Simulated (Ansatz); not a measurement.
`CBN[SiH3]` + `[OH][GeH2][O][SiH3]` → `[SiH3][O][GeH2][O][SiH3]` + `CBN`  (ligand exchange at the Si–N bond)

Program: Ansatz. Geometries: PBE0-D4/def2-TZVP. ΔE: electronic, gas phase. CBS: MP2 limit from def2 TZ/QZ plus the TZ coupled-cluster correction, frozen cores. Functionals use def2-TZVPP. For Ge outer-core shells are correlated without core-valence functions, which leaves a few kJ/mol of doubt a bond. Scalar relativity is left out up to krypton. One conformer a species, not always the lowest.

```csv
level,ΔE (kJ/mol)
PBE-D4,-57.2
r2SCAN-D4,-62.4
HF/def2-TZVPP,-74.2
HF/CBS(def2),-75.6
```

Problem. What does CCSD(T)/CBS give? (Best estimate.)

Solution. The calculation gave: -62.9 kJ/mol. The listed levels differ from it by 5.7, 0.5, -11.3, -12.7 kJ/mol.

Largest T1 diagnostic among the species: 0.012.

In def2-TZVPP, CCSD(T) changes the Hartree–Fock value by +11.1 kJ/mol (the triples alone add +1.6 kJ/mol) and MP2 by +11.5 kJ/mol.
